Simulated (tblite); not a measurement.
C7H11O (doublet state).
Atom-mapped SMILES: `[CH2:1][CH2:2][CH2:3][C@@H:4]1[CH:5]=[CH:6][CH2:7][O:8]1` (hydrogens: H9, H10 on C1; H11, H12 on C2; H13, H14 on C3; H15 on C4; H16 on C5; H17 on C6; H18, H19 on C7)

The geometry is computed with GFN2-xTB (gas phase). This method treats the open shell by occupation alone, without spin polarisation.

Q: List the bond lengths, angles and torsions at this level.

A: 
| bond | length (Å) |
| --- | --- |
| C1–C2 | 1.470 |
| C2–C3 | 1.531 |
| C3–C4 | 1.537 |
| C4–C5 | 1.501 |
| C5=C6 | 1.321 |
| C6–C7 | 1.497 |
| C7–O8 | 1.417 |
| C4–O8 | 1.425 |
| C1–H9, C1–H10 | 1.072 |
| C2–H11 | 1.095 |
| C2–H12 | 1.103 |
| C3–H13 | 1.091 |
| C3–H14 | 1.092 |
| C4–H15 | 1.100 |
| C5–H16 | 1.073 |
| C6–H17 | 1.074 |
| C7–H18 | 1.098 |
| C7–H19 | 1.101 |

Bonds in one row agree within 0.01 Å and their mean is given. A selection of angles:
| angle | degrees |
| --- | --- |
| C1–C2–C3 | 112.9 |
| C2–C3–C4 | 111.4 |
| C3–C4–C5 | 111.5 |
| C3–C4–O8 | 111.4 |
| C5–C4–O8 | 104.8 |
| C4–C5–C6 | 109.8 |
| C5–C6–C7 | 109.5 |
| C6–C7–O8 | 105.4 |
| C4–O8–C7 | 110.0 |

Torsions: C1–C2–C3–C4 -175° (antiperiplanar); C2–C3–C4–C5 177° (antiperiplanar); C3–C4–C5–C6 -115° (anticlinal); C4–C5–C6–C7 -2° (synperiplanar); C5–C6–C7–O8 -3° (synperiplanar); C6–C7–O8–C4 7° (synperiplanar); C3–C4–O8–C7 113° (anticlinal).

C1 (carbon bonded to C and 2 H) is planar (angles 120.7°, 120.5° and 118.5°, sum 359.7°, 0.04 Å off the plane of its three neighbours). The C–C distances run from 1.321 Å (C5=C6, drawn double) to 1.537 Å (C3–C4, drawn single), a spread of 0.216 Å. The 5-membered ring C4–C5–C6–C7–O8 has internal angles of 104.8° to 110.0°; it is slightly puckered (a soft mode that the optimisation may not have finished), 0.03 Å rms from its mean plane, widest ring torsion 8°. C5 (carbon bonded to 2 C and H) is planar (angles 128.3°, 121.9° and 109.8°, sum 360.0°, 0.01 Å off the plane of its three neighbours). C6 (carbon bonded to 2 C and H) is planar (angles 128.5°, 122.0° and 109.5°, sum 360.0°, 0.00 Å off the plane of its three neighbours). Of the pairs four or more bonds apart, O8···H12 is among the closest relative to their van der Waals radii: 2.53 Å, 93 % of the sum of Bondi's values.

Point group: C1 (no symmetry element, even within 0.4 Å). Its GFN2-xTB frequencies are all real (lowest 56 cm⁻¹). Torsions: H–C1–C2–C3 32° and -154°, C1–C2–C3–C4 -175°, C2–C3–C4–C5 177°.

One conformer stands for the species.
